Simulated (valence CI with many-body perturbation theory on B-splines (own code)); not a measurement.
Values are calculated unless marked as measured or tabulated.
Basis-set convergence for Te XII

Method: relativistic CI+MBPT: five valence electrons over a frozen Dirac-Fock core [Kr], radial functions for each j: 7 s, 7 p, 8 d, 6 f, 4 g, 1 h, with the one-electron correlation potential Σ1, the two-electron term Σ2, the three-electron term Σ3, Breit, model QED; selected CI, second order for the rest, scaled by the run's own slope (own B-spline code, finite nucleus).

No measured spectrum was set against this ion. As an estimate, terms of the open shell hold to 2 to 4 % of their energy, and close levels can change places. Among the levels kept, up to 620 cm⁻¹ of a level comes from second order outside the variational space, and about a tenth of that is noise between levels of different J, which matters for small intervals. Only levels of the ground parity were solved; by the run's estimate the other parity begins above the list, which can be wrong where configurations are misplaced.

The reference run has the lowest level 4d⁵ ⁶S_5/2 and an ionisation energy of 246.127 eV. Its largest variational space holds 20294 state functions.

Names give the largest LS component (configuration and term), which can be under half, so a name can repeat, a term be missing and a line seem to break the LS rules; names also repeat where a configuration has a term twice. Letters in brackets count levels of one name in rising energy.

Changed runs:
A. basis 6 s, 6 p, 5 d, 5 f, 1 g
B. basis 5 s, 5 p, 4 d, 4 f

Excitation energies of the reference run in cm⁻¹, and shifts in cm⁻¹:

```csv
Level,Reference,A,B
4d⁵ ⁴G_5/2 [a],34420,+359,+1517
4d⁵ ⁴G_7/2,39552,+258,+1412
4d⁵ ⁴G_11/2,40489,+460,+1572
4d⁵ ⁴G_9/2,41524,+445,+1566
4d⁵ ⁴G_5/2 [b],41655,+297,+1397
4d⁵ ⁴D_3/2,42032,+525,+1688
4d⁵ ⁴P_1/2,46276,+525,+1618
4d⁵ ⁴D_7/2,49718,+265,+1720
4d⁵ ⁴D_5/2,54472,+390,+1746
4d⁵ ⁴D_1/2,55590,+485,+1752
4d⁵ ²I_11/2,57675,+634,+2046
4d⁵ ⁴P_3/2,57797,+530,+1705
Ionisation energy (eV),246.127,-0.037,-0.055
```
